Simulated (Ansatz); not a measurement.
Ansatz (an electronic-structure program) input (CCSD(T)/6-31G):

Ansatz 0.2 input:
```yaml
crystal:
  periodic: [false, false, false]
  atoms:
    - {symbol: O, position_ang: [-0.00000000, -0.00000000, -1.54579592]}
    - {symbol: Si, position_ang: [0.00000000, 0.00000000, 0.00000000]}
    - {symbol: O, position_ang: [0.00000000, 0.00000000, 1.54579592]}
basis:
  gaussian:
    orbitals: 6-31G
total_charge: 1
magnetization: {spin_polarized: true, initial_magnetization: 1}
correlation: {method: ccsd_t, electrons: outside_noble_gas}
```

Output:

```
Functional definition: HF
integrals: 0.01 GiB planned
292 factors; integrals over basis functions are off by at most 1.2e-4 eV
mean field: 0.07 GiB planned
mean field evaluation 1: about -11911.5021 eV, gradient 4.2e1 eV
mean field evaluation 2: about -11911.5863 eV, gradient 4.1e1 eV
mean field evaluation 4: about -11920.2345 eV, gradient 3.7e0 eV
mean field evaluation 8: about -11920.7546 eV, gradient 9.0e-1 eV
mean field evaluation 16: about -11920.7819 eV, gradient 2.9e-6 eV
mean field evaluation 32: about -11920.7243 eV, gradient 7.7e-1 eV
mean field evaluation 64: about -11917.1784 eV, gradient 1.0e1 eV
mean field evaluation 96: about -11917.7537 eV, gradient 8.9e-2 eV
mean field evaluation 128: about -11917.0104 eV, gradient 4.6e-3 eV
mean field evaluation 160: about -11909.5900 eV, gradient 2.9e1 eV
mean field evaluation 192: about -11917.7539 eV, gradient 5.7e-2 eV
mean field evaluation 224: about -11920.1708 eV, gradient 4.7e0 eV
mean field evaluation 256: about -11911.9765 eV, gradient 6.7e-1 eV
mean field evaluation 288: about -11919.1024 eV, gradient 6.4e-1 eV
mean field evaluation 320: about -11911.8592 eV, gradient 5.2e-3 eV
mean field evaluation 352: about -11915.3340 eV, gradient 1.6e0 eV
mean field evaluation 384: about -11917.0104 eV, gradient 1.3e-2 eV
mean field -11920.78194080 eV, -438.0806561281 hartree, gradient 2.7e-6 eV, S^2 1.207074; 5 other end points of the search recorded, 0 dependent functions left out
determinant -11920.78194080 eV, -438.0806561281 hartree, with singles and doubles -11928.88851527 eV, -438.3785672451 hartree
determinant -11919.14844622 eV, -438.0206263096 hartree, with singles and doubles -11927.11888965 eV, -438.3135347032 hartree
determinant -11917.75396159 eV, -437.9693799445 hartree, with singles and doubles -11924.06255649 eV, -438.2012165312 hartree
determinant -11917.54252252 eV, -437.9616097021 hartree, with singles and doubles -11924.53359692 eV, -438.2185269476 hartree
7 core orbitals not correlated
reference -11920.78194080 eV, -438.0806561281 hartree; 8, 7 occupied and 16, 17 virtual orbitals, 292 factors
second order -7.08068064 eV of doubles, -0.00000000 eV of singles
coupled cluster: 0.06 GiB planned
cycle   1  -8.11676471 eV  change   -1.0e-2 eV  update   4.9e-3
cycle   2  -8.12680396 eV  change   -1.0e-2 eV  update   3.6e-3
cycle   3  -8.13428282 eV  change   -7.5e-3 eV  update   1.9e-3
cycle   4  -8.13638242 eV  change   -2.1e-3 eV  update   6.7e-4
cycle   5  -8.13859448 eV  change   -2.2e-3 eV  update   3.3e-4
cycle   6  -8.13930649 eV  change   -7.1e-4 eV  update   1.4e-4
cycle   7  -8.13961180 eV  change   -3.1e-4 eV  update   3.5e-5
cycle   8  -8.13961960 eV  change   -7.8e-6 eV  update   1.3e-5
coupled cluster: 0.06 GiB planned
perturbative correction -0.29667447 eV, -0.0109025856 hartree
Total energy: -11929.21823487 eV, -438.3906842168 hartree
```

The determinant is spin-contaminated: <S^2> is 1.21 against 0.75 for a pure state.
